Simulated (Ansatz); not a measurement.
Input file for Ansatz (a first-principles code): U-PBE/def2-TZVPP on Pd, 2S+1 = 3, a spin state set in the input, which need not be the lowest. Elements past Kr take the def2 small-core potentials; no spin–orbit coupling.

Ansatz 0.2 input:
```yaml
crystal:
  periodic: [false, false, false]
  atoms:
    - {symbol: Pd, position_ang: [0.00000000, 0.00000000, 0.00000000]}
basis:
  gaussian:
    orbitals: def2-TZVPP
hamiltonian:
  xc: {name: PBE}
magnetization: {spin_polarized: true, initial_magnetization: 2}
scf: {lower_state_search: full}
```

The head of its log:

```
Functional definition: PBE
[...]
integrals: 0.01 GiB planned
359 factors; their error is unknown
mean field: 0.13 GiB planned
mean field evaluation 1: about -3477.2669 eV, gradient 2.4e1 eV
mean field evaluation 2: about -3462.4114 eV, gradient 6.7e1 eV
```

Problem. Give the final energy of this run.

Solution. -127.8539 hartree.
